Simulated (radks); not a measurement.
Question: Ionisation ladder of barium, from Ba44+ to Ba55+. Each ion is in the ground configuration listed by NIST, and IE = E(next ion) - E(this ion), with E = 0 for the bare nucleus. All-electron calculation, scalar-relativistic Kohn-Sham, PBEsol, spin-polarised, spherical densities, finite nucleus; open shells are filled with parallel spins first (spin-orbit coupling, left out, can overturn this in heavy ions); Fermi nuclear charge, rms radius 4.8378 fm. Program: a radial shooting solver on a logarithmic mesh with Libxc functionals.

| species | configuration | IE, Delta-SCF (eV) | -e(HOMO) (eV) | HOMO |
|---|---|---|---|---|
| Ba44+ | [Ne] 3s2 | 3555.1 | 3517.8 | 3s |
| Ba45+ | [Ne] 3s1 | ? | 3610.9 | 3s up |
| Ba46+ | [Ne] | ? | 8339.6 | 2p |
| Ba47+ | [He] 2s2 2p5 | ? | 8576.8 | 2p down |
| Ba48+ | [He] 2s2 2p4 | 8924.4 | 8811.9 | 2p down |
| Ba49+ | [He] 2s2 2p3 | 9242.4 | 9121.3 | 2p up |
| Ba50+ | [He] 2s2 2p2 | 9488.1 | 9367.8 | 2p up |
| Ba51+ | [He] 2s2 2p1 | 9729.3 | 9611.9 | 2p up |
| Ba52+ | [He] 2s2 | 10392.2 | 10302.7 | 2s |
| Ba53+ | [He] 2s1 | 10629.3 | 10538.8 | 2s up |
| Ba54+ | [He] | ? | 43203 | 1s |
| Ba55+ | 1s1 | 44582 | 44211 | 1s up |

Estimate the withheld Delta-SCF values.

Answer: Ba45+: 3648.5 eV (NIST 3640); Ba46+: 8455.5 eV (NIST 8326); Ba47+: 8692.0 eV (NIST 8565); Ba54+: 43569 eV (NIST 43485.4).
